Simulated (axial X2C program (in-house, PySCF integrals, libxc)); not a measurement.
# Nuclear properties of GeOH⁻

Computed with an axial X2C code built on PySCF integrals: two-component X2C with atomic mean-field Coulomb and Gaunt terms, Gaussian nuclei, basis Ge dyall-v3z, O dyall-av3z, H dyall-v3z with contracted cores.

Ge–O–H held linear, with bonds 1.867 and 0.948 Å (near the PBE0 minimum at charge -1 of the determinant lowest at the starting distance; the state shown can have its own minimum elsewhere, held linear; other orders of the atoms were not compared).

Determinant lowest in the PBE0 search, Ω = 1 (⟨Sz⟩ = 1.00, ⟨Lz⟩ = 0.00 at PBE0), spin on the atoms Ge 1.03, O -0.03, H -0.01:

```tsv
level	Eeff magnitude (GV/cm)	Ws magnitude Ge (kHz)	A∥/gI Ge (MHz)	qzz Ge (a.u.)	A∥/gI O (MHz)	qzz O (a.u.)	A∥/gI H (MHz)	qzz H (a.u.)
PBE0	0.182	0.0908	-397	1.58	-10.9	1.85	0.405	0.55
HF	0.709	0.312	-418	1.48	20.7	1.91	0.376	0.55
LDA	0.0455	0.00669	-332	1.59	-29.8	1.77	0.515	0.56
```

Determinant 0.61 eV from it at PBE0 and this distance, Ω = 0 (closed shell), highest spinor 82% Ge p, 9% O p, 4% O d:

```
level  qzz Ge (a.u.)  qzz O (a.u.)  qzz H (a.u.)
 PBE0           1.59          1.83          0.55
   HF           1.42          1.89          0.55
  LDA           1.64          1.75          0.56
```

Eeff is the effective electric field on the electron electric dipole moment in this Ω state and Ws the scalar–pseudoscalar constant of the nucleus named (defined with the proton number Z and per Ω); A∥ (defined per Ω) follows by multiplying with gI = μI/(I μN); qzz is the electric field gradient, eQq0 = 234.96 MHz × Q/barn × qzz. The operators were transformed with the bare-nucleus X2C matrices; with these basis sets, hyperfine constants and field gradients can be off by tens of per cent, and where levels differ in sign neither size nor sign is settled.

(1) With gI(73Ge) = -0.1954, Q(73Ge) = -0.196 barn, Q(17O) = -0.02558 barn, gI(1H) = 5.5857 (g factors from the IAEA table of nuclear moments by Stone; Q from Pyykkö, Mol. Phys. 2018), turn the PBE0 values of the first state into constants in MHz.

The molecule was held linear; bending was not examined, so a bent shape may lie lower.

Each state is one determinant with collinear spin, which with several unpaired electrons need not be a pure state. Unrestricted Hartree–Fock can overshoot spin polarisation at the nuclei. In the state Ω = 1 the sign of Eeff differs between levels (LDA against PBE0). For an anion, determinants above electron detachment, or with a positive highest level, are held by the basis set. A closed determinant beside an open π² or δ² triplet, such as (π1/2)², mixes with its partner pair into the 0⁺ component of the triplet and ¹Σ⁺, so its energy is not that of a level, and 0⁺ can lie lowest. With several open shells hyperfine constants can be off by a factor of several. Where Eeff spreads by more than a factor of two the levels disagree and none is to be relied on. Open-shell Ω = 0 determinants with evenly filled partner blocks cannot be reached by this program, so the Ω shown need not be the lowest component. The search compared states at one distance, so a state with another bond length can lie lower. The sign of Ws at Ge differs between levels in the first state. Where a field gradient or hyperfine factor spreads by more than a factor of two over the levels, a constant derived from it is not to be relied on. PBE0 term energies can be off by some tenths of an eV.

Results:

(1) A∥(73Ge) = -397 × -0.1954 = 77.6 MHz; eQq0(73Ge) = 234.96 × (-0.196) × (1.58) = -72.8 MHz; eQq0(17O) = 234.96 × (-0.02558) × (1.85) = -11.1 MHz; A∥(1H) = 0.405 × 5.5857 = 2.26 MHz.
